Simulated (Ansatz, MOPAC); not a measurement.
The molecule RuO+, multiplicity 4 (lowest of 2S+1 = 2, 4, 6, 8 at CCSD(T)/def2-TZVPP on PBE0 minima; our sources give no spin for the ground state, which may be another). No spin–orbit coupling.

Seven points along R, fitted to fifth degree in 1/R; most abundant isotopes. In def2 and cc sets the state is the lowest found near the PBE0 minimum, followed along R.

The state that PM6 reach isn't checked.

The values were computed with Ansatz (a quantum-chemistry and plane-wave program); MOPAC for PM6 (differences of heats of formation). Each number belongs to the level named beside it. In def2 rows elements past Kr take small-core potentials, without spin–orbit coupling.

### Question
What bond length and harmonic frequency does PM6 give?

### Answer
r_e = 1.653 Å, ω_e = 1056 cm⁻¹.

### Question
What bond length and harmonic frequency does SVWN5/def2-TZVPP give?

### Answer
r_e = 1.659 Å, ω_e = 1008 cm⁻¹.

### Question
What bond length and harmonic frequency does r2SCAN/def2-TZVPP give?

### Answer
r_e = 1.664 Å, ω_e = 1005 cm⁻¹.
